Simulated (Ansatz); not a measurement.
Consider the ligand exchange at a Ge–C bond: `[SiH3][CH2][GeH2][SH]` + H–F → `[F][GeH2][SH]` + `C[SiH3]`.

Isolated molecules relaxed with PBE0-D4/def2-TZVP in Ansatz; ΔE leaves out vibrations. CCSD(T)/CBS adds triple-zeta CCSD(T) − MP2 to the extrapolated MP2 energy (def2 sets, frozen cores). This one scheme is used for every species. DFT in def2-TZVPP. B3LYP here is the variant with VWN-RPA as its local correlation; programs differ in this. For Ge outer-core shells are correlated without core-valence functions, which leaves a few kJ/mol of doubt a bond. Scalar relativity is left out up to krypton. One conformer a species, not always the lowest.

`[SiH3][CH2][GeH2][SH]`:

Z-matrix (Å, degrees):
```
Si
C 1 1.874
H 1 1.484 2 110.7
H 1 1.489 2 109.9 3 119.7
H 1 1.487 2 110.3 3 -120.8
Ge 2 1.954 1 113.9 3 75.9
H 2 1.095 1 109.8 3 -163.9
H 2 1.094 1 109.8 3 -46.3
S 6 2.230 2 110.9 1 -42.2
H 6 1.536 2 110.7 1 72.5
H 6 1.540 2 111.1 1 -164.4
H 9 1.343 6 94.6 2 -62.0
```

H–F:

Z-matrix (Å, degrees):
```
F
H 1 0.920
```

`[F][GeH2][SH]`:

Z-matrix (Å, degrees):
```
Ge
S 1 2.200
F 1 1.741 2 109.3
H 1 1.532 2 112.0 3 -116.0
H 1 1.530 2 107.9 3 115.4
H 2 1.343 1 94.0 3 77.5
```

`C[SiH3]`:

```xyz
8

C    -0.332   -0.843   -0.391
Si    0.297    0.755    0.350
H    -1.318   -0.700   -0.840
H    -0.416   -1.619    0.373
H     0.345   -1.204   -1.168
H     0.408    1.811   -0.692
H     1.641    0.559    0.958
H    -0.626    1.243    1.410
```

CCSD(T)/CBS gives -14.2 kcal/mol.

Another level gave -16.0 kcal/mol. Which?
A. CCSD/def2-TZVPP
B. r2SCAN/def2-TZVPP
C. B3LYP/def2-TZVPP
D. HF/def2-TZVPP

A. CCSD/def2-TZVPP -16.0, r2SCAN -19.2, B3LYP -21.8, HF/def2-TZVPP -23.4 kcal/mol.

Largest T1 diagnostic among the species: 0.012.

In def2-TZVPP, CCSD(T) changes the Hartree–Fock value by +8.3 kcal/mol (the triples alone add +0.8 kcal/mol) and MP2 by +9.5 kcal/mol. From PBE to PBE0 (25 % exact exchange), in def2-TZVPP and without D4, ΔE moves by +1.1 kcal/mol.
